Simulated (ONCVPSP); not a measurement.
# potassium (K): one change to an ONCV potential, before and after

```json
{"Element": "potassium", "Generator": "ONCVPSP 4.0.1", "Type": "optimised norm-conserving Vanderbilt (ONCV)", "Functional": "PBEsol", "Relativity": "scalar-relativistic", "Frozen core": "[Ne]", "Valence charge": "9", "Reference configuration": "3s2 3p6 4p1", "Partial waves": "3s: rc 2.05 bohr, ncon 4, nbas 9, qcut 7.4 1/bohr, 2 projectors, debl 3.9 Ha; 3p+4p: rc 2.60 bohr, ncon 4, nbas 7, qcut 5.7 1/bohr, 3 projectors, debl 1.6 Ha; d scattering state at 0.04 Ha: rc 2.20 bohr, ncon 5, nbas 8, qcut 4.9 1/bohr, 2 projectors, debl 3.4 Ha", "Local potential": "polynomial inside 1.45 bohr (lpopt 5, dvloc0 0 Ha)", "Core correction": "polynomial model core, fcfact 0.3"}
```

All-electron outer shells of the reference configuration (PBEsol, scalar-relativistic, ld1.x):

```json
{"shell": "3s", "level (eV)": "-36.77", "outermost node (bohr)": "0.48", "outermost maximum (bohr)": "1.08"}
{"shell": "3p", "level (eV)": "-20.28", "outermost node (bohr)": "0.45", "outermost maximum (bohr)": "1.15"}
{"shell": "4p", "level (eV)": "-1.37", "outermost node (bohr)": "1.86", "outermost maximum (bohr)": "5.93"}
```

Change: s: rc 2.06.

Cutoffs: the cutoffs (Ha) at which the residual kinetic energy of the hardest occupied pseudo-wave falls to 1 and 0.1 mHa per electron; they do not see the model core or the augmentation charge, which bear on the density cutoff. Errors are all-electron minus pseudo energies relative to the spin-unpolarised reference configuration.

Problem. How do hardness, ghosts and transferability respond?

Solution. The potential gets neither clearly harder nor softer (14 Ha and 18 Ha → 14 Ha and 17 Ha); the errors of the 4 common tests hardly move; neither file shows a bound ghost.

```tsv
quantity	base	changed
cutoff, loose	14 Ha	14 Ha
cutoff, tight	18 Ha	17 Ha
loose cutoff by channel	s 14 Ha, p 10 Ha	s 14 Ha, p 10 Ha
bound ghosts	none	none
GHOST(+) flags under 300 eV	none	none
error for 3s2 3p6 4s1 4p0, meV [ΔE -1.52 eV]	+1.5	+1.5
error for 3s2 3p6 4p0, meV [ΔE 2.70 eV]	-0.1	-0.1
error for 3s2 3p6 4s0.5 4p0, meV [ΔE 0.10 eV]	+1.0	+1.1
error for 3s2 3p5 4s1 4p0, meV [ΔE 23.38 eV]	+44	+44
s: phases at 2.08 bohr within 0.05 rad from the reference energy up to (Ha; the scan ends near 5)	to the end of the scan	to the end of the scan
p: phases at 2.64 bohr within 0.05 rad from the reference energy up to (Ha; the scan ends near 5)	3.9	3.9
d: phases at 2.23 bohr within 0.05 rad from the reference energy up to (Ha; the scan ends near 5)	to the end of the scan	to the end of the scan
rms error of d²Exc/dni dnj with the model core, mHa	0.73	0.75
```

Base: The cutoffs count occupied waves only; projector 2 of the d channel, the hardest unoccupied one, needs 56 Ha at the loose tolerance. Changed file: The cutoffs count occupied waves only; projector 2 of the d channel, the hardest unoccupied one, needs 56 Ha at the loose tolerance.
